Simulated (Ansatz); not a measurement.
Harmonic frequencies (cm⁻¹) at PBE0-D4/def2-TZVP from Ansatz: 83, 86, 148, 174, 206, 347, 465, 996, 1055, 1177, 1187, 1189, 1192, 1318, 1418, 1481, 1490, 1490, 1497, 1503, 1544, 3042, 3044, 3124, 3124, 3127, 3127.

Each molecule was computed in one conformer, which needn't be the lowest.

(1) Which molecule is it?
A. `CO[B]OC`•
B. `C[N]C`•
C. `CC(C)[O]`•
D. `CO[SiH2][NH]`•

## Answers

(1) A.
